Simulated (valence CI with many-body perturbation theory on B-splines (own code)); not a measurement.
## Valence orbitals of Nb XXXVII

Computed by configuration interaction combined with many-body perturbation theory (CI+MBPT): three valence electrons over a frozen Dirac-Fock core [He], a basis of 11 s, 11 p, 9 d, 7 f, 5 g, 2 h, 1 i functions for each j, with the one-electron correlation potential Σ1 (screened to all orders), the two-electron term Σ2, the three-electron term Σ3, Breit, model QED; selected single and double excitations, second order for the rest (own B-spline code, finite nucleus).

The last digits are not significant, and no measured levels were compared; by estimate large intervals hold to a few tenths of a per cent, small ones and those within an open d or f shell to about a per cent.

These are the spectroscopic orbitals of the CI (the correlating ones are not listed), shaped by the core and the other valence electrons. h is the expectation value of the core's Dirac-Fock operator, without the valence repulsion; Σ1 is computed up to l = 3 at one energy for each symmetry, that of its lowest orbital but kept below the first core excitation, so for empty shells it is not the orbital's own correlation shift; Breit and QED include the response of the core.

| Orbital | h (hartree) | Σ1 (cm⁻¹) | Breit (cm⁻¹) | QED (cm⁻¹) | ⟨r⟩ (bohr) |
| --- | --- | --- | --- | --- | --- |
| 2s1/2 | -199.52 | -1285 | 18249 | 18203 | 0.1484 |
| 3s1/2 | -87.477 | -311 | 5123 | 5282 | 0.3418 |
| 4s1/2 | -48.801 | -121 | 2057 | 2160 | 0.6181 |
| 5s1/2 | -31.069 | -59.5 | 1033 | 1090 | 0.9743 |
| 2p1/2 | -196.42 | -3074 | 36106 | -656 | 0.1250 |
| 3p1/2 | -86.595 | -677 | 9846 | -213 | 0.3210 |
| 4p1/2 | -48.438 | -259 | 3978 | -89.8 | 0.5992 |
| 5p1/2 | -30.885 | -127 | 1998 | -45.8 | 0.9575 |
| 2p3/2 | -192.16 | -2652 | 14950 | 1164 | 0.1288 |
| 3p3/2 | -85.334 | -584 | 4024 | 305 | 0.3264 |
| 4p3/2 | -47.908 | -223 | 1723 | 123 | 0.6062 |
| 5p3/2 | -30.614 | -110 | 866 | 61.8 | 0.9662 |
| 3d3/2 | -84.973 | -272 | 351 | -66.0 | 0.2771 |
| 4d3/2 | -47.755 | -115 | 191 | -23.9 | 0.5585 |
| 5d3/2 | -30.537 | -58.9 | 102 | -11.5 | 0.9203 |
| 3d5/2 | -84.587 | -258 | 113 | 119 | 0.2789 |
| 4d5/2 | -47.593 | -109 | 61.1 | 53.6 | 0.5608 |
| 5d5/2 | -30.453 | -55.7 | 31.2 | 28.1 | 0.9231 |
| 4f5/2 | -47.555 | -23.2 | 2.1 | -20.2 | 0.4834 |
| 5f5/2 | -30.436 | -13.0 | 1.7 | -10.1 | 0.8467 |
| 4f7/2 | -47.476 | -22.7 | 0.6 | 17.1 | 0.4847 |
| 5f7/2 | -30.395 | -12.7 | 0.5 | 9.1 | 0.8480 |
| 5g7/2 | -30.389 |  | 0.0 | -6.3 | 0.7412 |
| 5g9/2 | -30.365 |  | 0.0 | 5.1 | 0.7421 |

Among the shells of the start configuration 2s2 2p1, Σ1 is largest in size for 2p1/2, where it is 0.0071 % of h.

Lowest root of each symmetry, sizes in configuration state functions:

```csv
J,Parity,Roots,Reference,Variational,Second order,Change by selected CI (cm⁻¹),Change by second order (cm⁻¹)
1/2,even,16,50,9767,10084,-7543,0
3/2,even,20,70,15458,18421,-4936,-1
5/2,even,15,66,16723,26793,-7490,-1
7/2,even,5,41,11641,25149,-6642,-4
9/2,even,2,23,6841,17805,-11787,-3
1/2,odd,15,48,9520,10341,-8641,0
3/2,odd,21,72,15545,16641,-8389,-1
5/2,odd,13,62,16349,28493,-14146,-1
7/2,odd,6,43,12147,22843,-9928,-2
9/2,odd,2,20,7272,17900,-6925,-3
```
